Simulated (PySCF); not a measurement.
# Working out the ionisation energy of Pb+

Pb+ [Xe] 4f14 5d10 6s2 6p1 (2P) → Pb(2+) [Xe] 4f14 5d10 6s2 (1S). Computed with PySCF 2.14 in aug-cc-pVDZ-PP with ECP60MDF, with a scalar-relativistic core potential. Frozen: 5s2 5p6 5d10. Energies in hartree (1 hartree = 27.21139 eV):

```csv
part,Pb+ (lower),Pb(2+) (upper)
UHF,-191.591223,-191.107122
MP2 opposite-spin,-0.020315,-0.017531
MP2 same-spin,-0.001817,0.000000
```

What does Hartree-Fock give?

(-191.107122) − (-191.591223) = 0.484101 hartree = 13.173 eV.

What do MP2 and SCS-MP2 (6/5 opposite-spin, 1/3 same-spin) give?

The opposite-spin parts differ by 0.076 eV and the same-spin parts by 0.049 eV. MP2: 13.173 + (0.076) + (0.049) = 13.298 eV. SCS-MP2: 13.173 + 1.2 × (0.076) + (0.049)/3 = 13.281 eV.

Measured between the centres of the two terms (NIST): 13.869 eV, so MP2 (valence) is off by -0.571 eV.

A double-zeta basis recovers only part of the correlation energy.

What remains against the reference includes basis incompleteness, the frozen core and correlation beyond second order.
